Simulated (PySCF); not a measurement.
## Mn²⁺: excitation energy

Mn²⁺ [Ar] 3d5 (6S) → Mn²⁺ [Ar] 3d4 4p1 (high-spin determinant), as a difference of total energies. Calculation: PySCF 2.14, in dyall-av2z (16s12p7d2f, 101 functions); the non-relativistic Hamiltonian (point nucleus). Correlated levels: valence: [Ar] frozen; virtual orbitals above 40 to 60 times the deepest correlated orbital energy dropped. The calculations carry no spin-orbit coupling.

```
           method  excitation energy (eV)
              UHF                  13.395
              LDA                  13.999
              PBE                  13.694
             PBE0                  13.810
           r2SCAN                  13.833
             TPSS                  13.672
           B2PLYP                  13.776
          wB97X-V                  13.868
          wB97M-V                  13.886
    MP2 (valence)                  13.943
SCS-MP2 (valence)                  13.578
```

**Question.** How much does correlation contribute at MP2 (valence)?

**Answer.** 13.943 − (13.395) = 0.548 eV, measured against UHF.

A first-order spin-orbit estimate (lowest level to lowest level, LS coupling) adds -0.097 eV.

The determinant of the upper state mixes LS terms, which raises its energy above the lowest term, most at the Hartree-Fock and MP2 levels.
